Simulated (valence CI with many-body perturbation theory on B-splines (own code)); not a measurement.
**Valence orbitals of Cl⁴⁺**

Computed by valence CI with perturbative core correlation (CI+MBPT): three valence electrons over a frozen Dirac-Fock core [Ne], radial functions for each j: 11 s, 11 p, 9 d, 7 f, 5 g, 2 h, 1 i, with the one-electron correlation potential Σ1, the two-electron term Σ2, the three-electron term Σ3, Breit, model QED; selected CI, second order for the rest, scaled by the run's own slope (own B-spline code, finite nucleus).

No measured levels were compared; by estimate levels hold to about 100 cm⁻¹ or 0.05 % of their energy and the worst to 300 or 400 cm⁻¹, as in measured light ions of charge 2 to 7.

These are the spectroscopic orbitals of the CI (the correlating ones are not listed), shaped by the core and the other valence electrons. h is the expectation value of the core's Dirac-Fock operator, without the valence repulsion; Σ1 is computed up to l = 3 at one energy for each symmetry, that of its lowest orbital but kept below the first core excitation, so for empty shells it is not the orbital's own correlation shift; Breit and QED include the response of the core.

```tsv
Orbital	h (hartree)	Σ1 (cm⁻¹)	Breit (cm⁻¹)	QED (cm⁻¹)	⟨r⟩ (bohr)
3s1/2	-4.1591	-3835	110	72.0	1.363
4s1/2	-2.0338	-947	32.8	21.5	2.924
5s1/2	-1.1981	-367	13.4	8.8	5.129
6s1/2	-0.79049	-185	6.9	4.5	7.913
3p1/2	-3.5924	-3504	151	-8.3	1.458
4p1/2	-1.8101	-873	43.9	-2.4	3.219
5p1/2	-1.0953	-376	19.9	-1.1	5.551
6p1/2	-0.73442	-198	10.7	-0.6	8.479
3p3/2	-3.5835	-3470	85.4	-4.3	1.462
4p3/2	-1.8069	-866	24.8	-1.2	3.225
5p3/2	-1.0938	-373	11.2	-0.6	5.559
6p3/2	-0.73358	-197	6.0	-0.3	8.489
3d3/2	-2.7967	-2822	16.4	-2.0	1.646
4d3/2	-1.5195	-862	6.7	-0.8	3.668
5d3/2	-0.95764	-400	3.4	-0.4	6.237
3d5/2	-2.7963	-2813	0.4	-1.6	1.647
4d5/2	-1.5193	-858	0.3	-0.6	3.669
5d5/2	-0.95754	-399	0.2	-0.3	6.238
4f5/2	-1.4284	-167	0.0	0.0	3.495
5f5/2	-0.9133	-96.4	0.0	0.0	6.159
4f7/2	-1.4283	-167	-0.1	0.0	3.495
5f7/2	-0.91327	-96.3	-0.1	0.0	6.159
5g7/2	-0.90112		0.0	0.0	5.489
5g9/2	-0.9011		0.0	0.0	5.489
```

Among the shells of the start configuration 3s2 3p1, Σ1 is largest in size for 3s1/2, where it is 0.42 % of h.

Lowest root of each symmetry, sizes in configuration state functions:

```tsv
J	Parity	Roots	Reference	Variational	Second order	Change by selected CI (cm⁻¹)	Change by second order (cm⁻¹)
1/2	even	11	38	10257	29667	-1507	0
3/2	even	14	53	16426	56129	-1505	-1
5/2	even	11	48	17550	71390	-1505	-1
7/2	even	6	27	14647	81687	-4616	-4
9/2	even	3	13	13527	70679	-5626	-6
1/2	odd	11	39	11644	31086	-2806	-1
3/2	odd	16	57	17530	57213	-2799	-1
5/2	odd	11	47	19429	74215	-2229	-2
7/2	odd	6	32	16984	79847	-3319	-2
9/2	odd	2	15	8880	61434	-3318	-7
```
